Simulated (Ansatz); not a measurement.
Frontier orbitals of C$_{2}$H$_{5}$Ga (`[CH2]1[CH2][GaH]1`).

Z-matrix (Å, degrees):
```
C
Ga 1 1.940
C 1 1.560 2 66.3
H 1 1.087 2 120.3 3 -107.5
H 1 1.087 2 120.1 3 107.4
H 2 1.534 1 156.3 3 180.0
H 3 1.087 1 116.1 2 113.5
H 3 1.087 1 116.0 2 -113.2
```

Charge 0, multiplicity 1. Correlated methods include outer-core shells of Ga, which these sets cover unevenly. Scalar relativity is left out up to krypton. All single points use the PBE0-D4/def2-TZVP geometry. Basis def2-TZVPP, Ansatz 0.2.0.

```tsv
functional	HOMO (eV)	LUMO (eV)	gap (eV)
PBE	-4.55	-2.17	2.38
BLYP	-4.42	-2.13	2.29
PBE0	-5.56	-1.35	4.21
B3LYP	-5.39	-1.64	3.75
r2SCAN0	-5.68	-1.18	4.50
HSE06 (plane-wave form)	-5.17	-1.72	3.45
LC-ωPBE	-8.14	0.74	8.88
ωB97M-V	-7.69	0.33	8.02
```

A quarter of exact exchange (PBE0) shifts PBE's HOMO by −1.01 eV and its LUMO by +0.82 eV; full exchange at long range (ωB97M-V) shifts them by −3.14 and +2.50 eV. The gap opens from 2.38 to 8.02 eV, since occupied levels lose self-interaction and empty ones feel all the electrons. A positive LUMO is unbound and depends on the basis.

B3LYP here is the variant with VWN-RPA as its local correlation; programs differ in this. LC-ωPBE has ω = 0.4 bohr⁻¹.
